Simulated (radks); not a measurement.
Values are calculated unless marked as measured or tabulated.
Task: The table gives one normalised radial function P(r) = r R(r) of Ba1.5+ in [Kr] 4d10 5s2 6s(up 0.5, down 0.5) 5p(up 3, down 2.5) (r in bohr). Code: a radial shooting solver on a logarithmic mesh with Libxc functionals. Model: scalar-relativistic Kohn-Sham, r2SCAN, spin-polarised, spherical densities, finite nucleus; meta-GGA in the generalised Kohn-Sham scheme; Fermi nuclear charge, rms radius 4.8378 fm.

| r | P |
|---|---|
| 0.002224 | 0.0024 |
| 0.003509 | 0.0052 |
| 0.005536 | 0.0115 |
| 0.008734 | 0.0245 |
| 0.01378 | 0.0503 |
| 0.02174 | 0.0950 |
| 0.0343 | 0.1555 |
| 0.05412 | 0.1948 |
| 0.08539 | 0.1233 |
| 0.1358 | -0.1167 |
| 0.2143 | -0.2846 |
| 0.3381 | 0.0156 |
| 0.5334 | 0.4313 |
| 0.8416 | 0.0333 |
| 1.328 | -0.7325 |
| 2.095 | -0.7381 |
| 3.305 | -0.2532 |
| 5.215 | -0.0292 |
| 8.228 | -0.0008 |
| 12.98 | 0.0000 |

Which n and l does it have? It may be an empty orbital.

Result: n = 5, l = 1: the number of nodes gives n - l - 1 = 3, the rise at small r (about r^(l+1), flatter next to the nucleus through relativity) gives l, and the extent must fit the shell. The curve is that of 5p up; the table hardly tells the two spins apart. 5p up: eigenvalue -30.338 eV, 3 radial nodes at r = 0.112, 0.333, 0.857 bohr, <r> = 1.88 bohr, 90 % of the charge inside 2.73 bohr.
